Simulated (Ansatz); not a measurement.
Geometry optimisation, Ansatz 0.2.0, RHF/def2-SVP.

input.yaml

```yaml
crystal:
  periodic: [false, false, false]
  atoms:
    - { symbol: Zr, position_ang: [-0.353948, -0.270858, -0.845296] }
    - { symbol: "N", position_ang: [-0.524894, 0.358664, 2.490456] }
    - { symbol: H, position_ang: [0.004702, -0.14037, 3.183697] }
    - { symbol: H, position_ang: [-0.934857, 1.161577, 2.934765] }
    - { symbol: O, position_ang: [1.362448, -0.924136, -0.318573] }
    - { symbol: H, position_ang: [2.228265, -1.139003, -0.022575] }
    - { symbol: O, position_ang: [-0.460445, 1.631192, -0.979705] }
    - { symbol: H, position_ang: [-0.439983, 2.570653, -0.999453] }
    - { symbol: Cl, position_ang: [-0.705881, -1.097252, -3.083944] }
    - { symbol: O, position_ang: [-1.896609, -1.076402, 0.203388] }
    - { symbol: Si, position_ang: [-3.313461, -1.848705, 0.492217] }
    - { symbol: H, position_ang: [-3.141801, -3.318131, 0.418892] }
    - { symbol: H, position_ang: [-3.788571, -1.503828, 1.856562] }
    - { symbol: H, position_ang: [-4.35258, -1.43833, -0.480805] }
    - { symbol: H, position_ang: [-1.287284, -0.252873, 2.170973] }
basis:
  gaussian: { orbitals: def2-SVP }
hamiltonian:
  xc: hf
relax:
  f_tol: 0.03
  max_steps: 50
output:
  orbitals: {}
```

Command:

```bash
$ ansatz run input.yaml --threads 4 --pin off --max-ram 5120MiB --backend cpu --events-out ev --progress --plain --runs-dir out
```

**Question.** Where does it end, and by what steps?

**Answer.** The run converged. After 12 steps the energy has fallen by 0.636 eV; H4 moved furthest, 0.90 Å. Joined: Zr1–N2 (3.40 → 2.47 Å).

```tsv
step	energy less start (eV)	largest force component (eV/Å)	accepted
0	0.0000	0.918	yes
1	-0.1252	1.242	yes
2	-0.2775	1.410	yes
3	-0.4316	1.318	yes
4	-0.5321	0.953	yes
5	-0.5789	0.291	yes
6	-0.5756	0.644	no
7	-0.6136	0.195	yes
8	-0.6283	0.166	yes
9	-0.6307	0.268	yes
10	-0.6332	0.266	yes
11	-0.6352	0.057	yes
12	-0.6359	0.008	yes
```

```xyz
15
Properties=species:S:1:pos:R:3
Zr -0.447 -0.199 -0.304
N -0.420 0.398 2.094
H 0.449 0.096 2.505
H -0.484 1.398 2.195
O 1.264 -0.996 0.196
H 2.049 -1.440 -0.073
O -0.552 1.744 -0.467
H -0.562 2.502 -1.025
Cl -0.418 -0.758 -2.687
O -2.090 -1.158 0.215
Si -3.475 -2.013 0.386
H -3.236 -3.459 0.172
H -4.001 -1.833 1.765
H -4.510 -1.550 -0.566
H -1.173 -0.018 2.616
```

Whether the end is a true minimum wasn't checked by a vibrational analysis.

The run took 38 s on 4 threads of Arm Neoverse V2, with other jobs on the host, peak memory 0.5 GiB.
